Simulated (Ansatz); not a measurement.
Isomers of C₂H₅ClSi₂, relaxed with PBE0-D4/def2-TZVP in Ansatz; electronic energies, one conformer each and not always the lowest. Functionals use def2-TZVPP; CBS adds triple-zeta CCSD(T) − MP2 to the MP2 limit of def2-TZVPP and def2-QZVPP.

Task: Order them by energy at frozen-core CCSD(T)/CBS, lowest first. (Estimate.)
A. `C#C[SiH]([SiH3])Cl`
B. `[SiH3][Si]1(Cl)C=C1`
C. `[SiH3]C#C[SiH2]Cl`

Result: C (0.0 kJ/mol), A (35.3 kJ/mol), B (55.3 kJ/mol).

Task: How do r2SCAN-D4, B2PLYP, B3LYP, MP2/CBS(def2) place them (kJ/mol, against `[SiH3]C#C[SiH2]Cl`)? (Estimate.)

Result: Ansatz gave: 
```csv
isomer,r2SCAN-D4,B2PLYP,B3LYP,MP2/CBS(def2)
`[SiH3][Si]1(Cl)C=C1`,33.7,64.5,59.1,62.5
`C#C[SiH]([SiH3])Cl`,32.6,40.5,38.4,41.8
```

B3LYP here is the variant with VWN-RPA as its local correlation; programs differ in this.
